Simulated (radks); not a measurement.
Tm3+, 66 electrons, occupied as [Kr] 4d10 4f12.25 5s1.75 5p6 (fractional occupations, a model configuration). Calculated with a radial shooting solver on a logarithmic mesh with Libxc functionals: Dirac Kohn-Sham, Wu-Cohen GGA, spin-unpolarised, spherical densities, point nucleus; open shells fill j = l - 1/2 first.

Spin-orbit splittings of the eigenvalues, e(l+1/2) - e(l-1/2), with zeta = 2 splitting/(2l+1) and mean radii in bohr:

shell   occ.  splitting (eV)  zeta (eV)  <r> j=l-1/2  <r> j=l+1/2
2p         6           980.3      653.6      0.07008      0.07746
3p         6           207.0      138.0       0.2103       0.2242
3d        10           45.23      18.09       0.1973       0.2016
4p         6           46.82      31.21       0.5059       0.5378
4d        10           8.529      3.412       0.5643       0.5756
4f     12.25               ?          ?       0.7480       0.7617
5p         6           6.243      4.162        1.346        1.443
5d         0          0.5507     0.2203        2.037        2.080

Estimate the 4f splitting.

Answer. 1.260 eV (zeta = 0.3599 eV).
